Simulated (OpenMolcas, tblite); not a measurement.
**A ladder of methods for InCl2O (SMILES [O][In]([Cl])[Cl])**

The species is InCl2O (4 atoms), meant as a doublet with charge 0. SMILES: `[O][In]([Cl])[Cl]`. The shape is that of a PBE0-D4/def2-TZVP optimisation.

```
atom    x (Å)    y (Å)    z (Å)
   O   0.6063   1.0140   1.6676
  In   0.0317   0.0160   0.0454
  Cl   0.7416  -2.1450  -0.2482
  Cl  -1.3241   1.0547  -1.4852
```

Quantity: the electronic atomisation energy, in eV. The values are calculated. Electronic energies at fixed atoms, without zero-point motion or spin-orbit coupling.

| level | kind | program | value (eV) | CPU time (all runs) |
| --- | --- | --- | --- | --- |
| GFN2-xTB | semi-empirical | tblite | 11.92 | under 2 s |
| UHF/def2-SVPD (core potential) | Hartree–Fock | OpenMolcas | 6.00 | 27 s |
| USVWN5/def2-SVPD (core potential) | LDA | OpenMolcas | 11.00 | 50 s |
| UBLYP/def2-SVPD (core potential) | GGA | OpenMolcas | 8.66 | 93 s |
| UM06-L/def2-SVPD (core potential) | meta-GGA | OpenMolcas | 9.64 | 2.4 min |
| UTPSS/def2-SVPD (core potential) | meta-GGA | OpenMolcas | 9.26 | 1.8 min |
| UBHLYP/def2-SVPD (core potential) | global hybrid | OpenMolcas | 8.28 | 73 s |
| UM06-2X/def2-SVPD (core potential) | hybrid meta-GGA | OpenMolcas | 9.24 | 95 s |

The values span 6.00 to 11.92 eV. Times are those of the runs behind each value, whatever else they computed, on shared processors of several kinds: orders of magnitude only.
